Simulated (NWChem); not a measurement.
Correlation energy of HCu

```xyz
2

Cu     0.0000     0.0000     0.0488
H      0.0000     0.0000    -1.4145
```
Charge 0, spin multiplicity 1.

The numbers come from NWChem runs, not from measurements. Structure: optimised with PBE/def2-SVP, a minimum by its harmonic frequencies.

Basis set: def2-TZVP. Each correlation energy counts from its own Hartree-Fock reference.

The correlated methods keep 9 core orbitals frozen. The structure started from a generated list of species. Coupled-cluster values serve here as a point of comparison, not as the truth.

### Question
For the correlation energy, MP2 gives -443.8 mHa and SCS-MP2 gives -395.3 mHa. What do CR-CCSD[T], CR-CCSD(T), CCSD give?

### Answer
CR-CCSD[T]: -407.4 mHa; CR-CCSD(T): -403.0 mHa; CCSD: -391.8 mHa.
